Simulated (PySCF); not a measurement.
# A run with a changed setting

The sound run of [OsO3Cl]− (singlet) uses PySCF 2.14.0, RKS BP86, Os def2-SVP with ECP60, O def2-SVP, Cl def2-SVP; non-relativistic Hamiltonian with scalar-relativistic core potentials where named; density fitting; no spin-orbit coupling, grid (50, 194), threshold 1e-8 and 55 cycles at the relaxed geometry:
```xyz
5

Os    0.0000    0.2364    0.0342
O     1.6221   -0.0230    0.6342
O     0.0000    1.8422   -0.6411
O    -1.6221   -0.0230    0.6342
Cl    0.0000   -2.1858   -0.4930
```
This run, with dm0 from free metal ions and neutral atoms, differs:

```python
mol = gto.M(atom='''
Os     0.00000     0.23635     0.03421
O      1.62206    -0.02297     0.63418
O      0.00000     1.25035    -0.39217
O     -1.62206    -0.02297     0.63418
Cl     0.00000    -2.18579    -0.49302''',
    basis={'Os': 'def2-SVP', 'O': 'def2-SVP', 'Cl': 'def2-SVP'},
    ecp={'Os': 'def2-SVP'},
    charge=-1, spin=0)
mf = dft.RKS(mol, xc='B88,P86')
mf.grids.atom_grid = (50, 194)
mf = mf.density_fit()  # fitting sets: Os def2-universal-JKFIT, O def2-universal-JKFIT, Cl def2-universal-JKFIT
mf.conv_tol = 1e-08; mf.max_cycle = 79
mf.kernel(dm0)
mf.nuc_grad_method().kernel()
```

Question: What was changed, and how did it end?

Answer: One atom was put far too close to the first. It converged in 13 cycles, 35.410 eV from the sound run, largest force component 181.51 eV/Å. The cycle limit differs too. These settings are unsound on purpose: the numbers aren't the compound's.
```
init E= -803.426949290034
cycle= 1 E= -768.650489999663  delta_E= 34.8  |g|= 3.59  |ddm|= 11.5
cycle= 2 E= -676.296478240643  delta_E= 92.4  |g|= 10.6  |ddm|= 23.4
cycle= 3 E= -772.90137244317  delta_E= -96.6  |g|= 3.02  |ddm|= 18.9
cycle= 4 E= -772.501516724039  delta_E=  0.4  |g|= 3.46  |ddm|= 5.46
cycle= 5 E= -774.891423649706  delta_E= -2.39  |g|= 1.31  |ddm|= 4.32
...
cycle= 11 E= -775.277673250165  delta_E= -5.46e-06  |g|= 0.00241  |ddm|= 0.0108
cycle= 12 E= -775.27767511711  delta_E= -1.87e-06  |g|= 0.00015  |ddm|= 0.00443
cycle= 13 E= -775.277675121249  delta_E= -4.14e-09  |g|= 4.59e-05  |ddm|= 0.00023
Extra cycle  E= -775.277675119973  delta_E= 1.28e-09  |g|= 9.12e-05  |ddm|= 0.000127
converged SCF energy = -775.277675119973
```

Run from Python with OMP_NUM_THREADS=2; the lines above give its settings.
It took 3.5 s on 2 threads of Arm Neoverse V1, with other jobs on the host.
